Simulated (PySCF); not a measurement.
## Trend along the halogens: MB cations

PBE0 with triple-zeta basis sets in PySCF, for the lowest determinant that a PBE0 search found; no spin–orbit coupling. De refers to high-spin ground-configuration atoms (the charge goes to the atom of lower measured ionisation energy or higher electron affinity, which is not always the lowest computed limit). A positive dipole points towards B; it is taken about the centre of mass and depends on that origin.

| M | basis | charged atom | state (unpaired electrons) | Re (Å) | ωe (cm⁻¹) | De (eV) | μ (D) |
| --- | --- | --- | --- | --- | --- | --- | --- |
| F | cc-pVTZ | B+ | doublet (σ ↑) | 1.212 | 1710 | 5.63 | 3.39 |
| Cl | def2-TZVPPD | B+ | doublet (σ ↑) | 1.596 | 1154 | 4.28 | 2.69 |
| Br | def2-TZVPPD | B+ | doublet (σ ↑) | 1.749 | 955 | 3.78 | 3.20 |

The shortest bond is that of BF⁺ (1.212 Å), the longest that of BBr⁺ (1.749 Å). BF⁺ is bound most strongly (5.63 eV) and BBr⁺ least (3.78 eV).

The rows differ in basis set, which adds steps of its own.

Down a group the atoms grow and get heavier, so bonds lengthen and wavenumbers fall; this series shows no clear exception.

Spin–orbit coupling is left out. For an ion De counts to the pair picked by the measured ionisation energies or electron affinities, which need not be the lowest pair at this level. States were picked by a PBE0 search and need not be the measured ground states.
